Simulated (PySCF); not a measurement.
## [La(H2O)5]3+ at several levels of theory

Computed with PySCF 2.14.0 (density fitting, no spin-orbit coupling) at the geometry relaxed with PBE:

```xyz
16
[La(H2O)5]3+ (singlet)
La    0.0022    0.0000    0.0000
O    -0.4679   -0.0454    2.4449
H    -0.5522    0.7189    3.0661
H    -0.6389   -0.8263    3.0268
O    -0.4679    0.0454   -2.4449
H    -0.5522   -0.7189   -3.0661
H    -0.6389    0.8263   -3.0268
O     2.4559    0.0000    0.0000
H     3.0701    0.0014    0.7766
H     3.0701   -0.0014   -0.7766
O    -0.9164    2.3032    0.0409
H    -0.4235    3.1615    0.0237
H    -1.8638    2.5866    0.0817
O    -0.9164   -2.3032   -0.0409
H    -1.8638   -2.5866   -0.0817
H    -0.4235   -3.1615   -0.0237
```

| level | basis | state | HOMO (eV) | gap (eV) | charge on La1 (e) | population of f-type functions on La1 (polarisation alone where 4f lies in the core) | dipole about the centre of mass (D) | largest force component (eV/Å) |
| --- | --- | --- | --- | --- | --- | --- | --- | --- |
| PBE | La lcecp-1-SVP with ECP46, O def2-SVP, H def2-SVP | singlet | -20.78 | 6.03 | 1.50 | 0.06 | 0.22 | 0.01 |
| TPSS | the same | singlet | -20.89 | 6.35 | 1.59 | 0.06 | 0.21 | 0.10 |
| BLYP | the same | singlet | -20.66 | 6.06 | 1.48 | 0.06 | 0.21 | 0.10 |
| r2SCAN | the same | singlet | -21.24 | 6.73 | 1.67 | 0.06 | 0.21 | 0.40 |
| PBE | La lcecp-1-TZVP with ECP46, O def2-TZVP, H def2-TZVP | singlet | -20.89 | 6.13 | 2.00 | 0.10 | 0.18 | 0.34 |

In the lcecp rows the 4f levels are missing from HOMO and gap, and the state counts the valence alone.

Charges are Mulliken's, which hang on the basis. The relaxation used the grid (50, 194), these runs (75, 302) or, all-electron (x2c bases, spin-free X2C Hamiltonian), (99, 590).

Q: What does revPBE with La lcecp-1-SVP with ECP46, O def2-SVP, H def2-SVP give here?

A: state singlet, HOMO (eV) -20.74, gap (eV) 6.08, charge on La1 (e) 1.54, population of f-type functions on La1 (polarisation alone where 4f lies in the core) 0.06, dipole about the centre of mass (D) 0.21, largest force component (eV/Å) 0.15. Time: 7.9 s on 4 threads of Intel(R) Xeon(R) 6975P-C (Granite Rapids), with other jobs on the host, from an already converged density.
